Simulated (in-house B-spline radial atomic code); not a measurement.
The numbers below are computed, except where a source is named.
## Making a Troullier-Martins s channel for S, r_c = 1.42 bohr

S, [Ne] 3s2 3p4, non-relativistic PBE, spherical and spin-unpolarised, from an all-electron radial atomic-structure program (B-spline basis) (atomic units). The all-electron 3s level is ε = -0.630009 hartree, its outermost node lies just inside 0.61 bohr and its outer maximum at 1.42 bohr.

Inside r_c the pseudo-orbital is u(r) = r^1 exp(p(r)), with p = c0 + c2 r² + c4 r⁴ + … + c12 r¹². The seven coefficients follow from p and its first four derivatives at r_c, from zero curvature of the screened potential at the origin, c4 = −c2²/(2l + 5), and from the norm inside r_c. At r_c the all-electron orbital has P = 0.840924, P' = -0.004606001, the screened potential V = -1.577045, V' = 2.332294, V'' = -4.277321, and the norm inside is Q = 0.3672333.

(1) What are p, p' and p'' at r_c?

For a trial c2 the five matching conditions are linear in c0, c6, c8, c10 and c12, and c2 is varied until the norm inside r_c equals Q. The root nearest zero gives:

```
 n         c_n
 0   -1.079909
 2    1.157069
 4  -0.2677618
 6  -0.4966649
 8   0.3659449
10  -0.1006321
12  0.01024091
```

(2) Check c4 and p(r_c), and find the screened pseudopotential at the origin.

Orbitals and screened potentials:

```
r (bohr)         P        u  V all-electron  V pseudo
   0.142   -0.0465  0.04936          -76.49     2.836
   0.355   -0.3988   0.1388          -19.97     2.651
   0.568  -0.07219    0.269          -9.002     1.769
   0.781    0.3482   0.4534          -5.024  -0.02081
   0.994     0.645   0.6573          -3.099    -1.749
   1.207    0.7992   0.7992           -2.19    -2.108
    1.42    0.8409   0.8409          -1.577    -1.577
```

Logarithmic derivatives P'/P at R = 1.72 bohr, for energies E around ε:

| E − ε (hartree) | all-electron | pseudo |
| --- | --- | --- |
| -0.5 | 0.333103 | 0.330781 |
| -0.25 | -0.00383701 | -0.00457251 |
| -0.1 | -0.240747 | -0.240816 |
| 0 | -0.41741 | -0.417311 |
| 0.1 | -0.612339 | -0.612449 |
| 0.25 | -0.947323 | -0.948947 |
| 0.5 | -1.66739 | -1.67846 |

(3) With P(R) = 0.7839408 and a norm of 0.5692603 inside R, what slope in energy does norm conservation fix?

Answers

(1) p = ln(P/r_c^1) = ln(0.840924/1.42) = -0.52391. p' = P'/P − 1/r_c = -0.00548 − 0.70423 = -0.70970. The radial equation gives p'' = 2(V − ε) − 2(1) p'/r_c − p'² = -1.89407 − (-0.99958) − 0.50368 = -1.39817. Differentiating, p''' = 2V' + 2(1)p'/r_c² − 2(1)p''/r_c − 2p'p'' = 3.9453, and p'''' = 2V'' − 4(1)p'/r_c³ + 4(1)p''/r_c² − 2(1)p'''/r_c − 2p''² − 2p'p''' = -14.203.

(2) −c2²/5 = -0.267762, as listed. The terms c_n r_c^n are -1.07991, 2.33311, -1.08868, -4.07187, 6.04954, -3.35444, 0.68833, which sum to -0.52391. Inverting the radial equation, V_l(r) = ε + 1 p'/r + (p'' + p'²)/2, so V_l(0) = ε + (2l + 3) c2 = -0.630009 + 3 × (1.15707) = 2.8412 hartree, finite where the all-electron potential diverges.

(3) d(P'/P)/dE = −2 × (norm inside R)/P(R)² = -1.8526 per hartree·bohr at E = ε, for both atoms, since orbital and norm agree at R. Differences over ±0.1 hartree give -1.8580 (all-electron) and -1.8582 (pseudo), which also hold third-order terms. Half a hartree below ε the two curves differ by -0.0023.
